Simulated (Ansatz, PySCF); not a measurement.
Complex: HCl (SMILES Cl) (first 2 atoms) with C2H2 (SMILES C#C); geometry from B3LYP-D3(BJ)/def2-TZVP, rigid monomers moved along the line of their centres of mass till H2···C4 is 2.74 Å.
(charge 0, multiplicity 1):
```xyz
6

Cl    -0.118     0.538    -0.467
H     -0.124     0.344     0.811
C     -0.553    -0.473     3.389
C      0.293     0.365     3.516
H     -1.304    -1.218     3.280
H      1.045     1.108     3.633
```

Counterpoise-corrected where a basis set is named; no monomer relaxation.

Correlated levels freeze the cores. CBS(a, b) extrapolates the correlation energy as X⁻³ and adds the Hartree–Fock energy of set b.

Run with Ansatz (a first-principles code) with Gaussian orbitals; PySCF for the dispersion terms. Each number belongs to the level named beside it.

PBE/def2-TZVPPD gives -10.2 kJ/mol for the interaction energy.

Predict the shift from PBE, with its sign, for: PBE-D3(BJ)/def2-TZVPPD, r2SCAN/def2-TZVPPD, B3LYP/def2-TZVPPD, wB97M-V/def2-TZVPPD, MP2/CBS(aug-cc-pV(D+d)Z, aug-cc-pV(T+d)Z), CCSD(T)/CBS(aug-cc-pV(D+d)Z, aug-cc-pV(T+d)Z).

PBE-D3(BJ)/def2-TZVPPD -2.8; r2SCAN/def2-TZVPPD -0.7; B3LYP/def2-TZVPPD 2.6; wB97M-V/def2-TZVPPD -0.7; MP2/CBS(aug-cc-pV(D+d)Z, aug-cc-pV(T+d)Z) -1.6; CCSD(T)/CBS(aug-cc-pV(D+d)Z, aug-cc-pV(T+d)Z) -0.5 kJ/mol. 1 of 6 lie above PBE; the widest gap is to PBE-D3(BJ)/def2-TZVPPD.
